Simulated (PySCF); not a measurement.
Sn(H)2(SMe)2, SMILES [SnH2]([S]C)[S]C, singlet, CAM-B3LYP/def2-SVP optimised geometry.

```
13

Sn    -0.40    -1.12     0.00
S     -1.31     1.12     0.00
C     -0.75     1.70     1.64
S     -1.06    -2.17     2.08
C      0.55    -2.81     2.69
H      1.31    -1.12     0.00
H     -1.06    -1.90    -1.36
H     -0.99     0.97     2.42
H     -1.30     2.63     1.84
H      0.32     1.92     1.64
H      1.31    -2.02     2.75
H      0.92    -3.63     2.07
H      0.37    -3.19     3.70
```

Density from CAM-B3LYP/def2-TZVP, def2 effective core potentials past Kr run with PySCF at that geometry. The core electrons that the potentials of Sn replace are not part of the density.

Minimum of the electron density along straight lines between bonded atoms, close to the bond critical point (lines longer than 1.1 times the sum of covalent radii, or with two minima, are not listed):

```tsv
bond	length / Å	ρ at the minimum / e bohr⁻³	∇²ρ there / e bohr⁻⁵	position (fraction from the first atom)
Sn1–S2	2.412	0.087	0.08	0.47
S2–C3	1.827	0.176	-0.28	0.53
Sn1–S4	2.426	0.085	0.08	0.47
S4–C5	1.828	0.175	-0.28	0.53
Sn1–H6	1.715	0.113	0.07	0.63
Sn1–H7	1.707	0.115	0.07	0.63
C3–H8	1.098	0.277	-0.96	0.65
C3–H9	1.098	0.276	-0.95	0.65
C3–H10	1.099	0.276	-0.95	0.65
C5–H11	1.098	0.277	-0.95	0.65
C5–H12	1.098	0.277	-0.95	0.65
C5–H13	1.098	0.276	-0.95	0.65
```
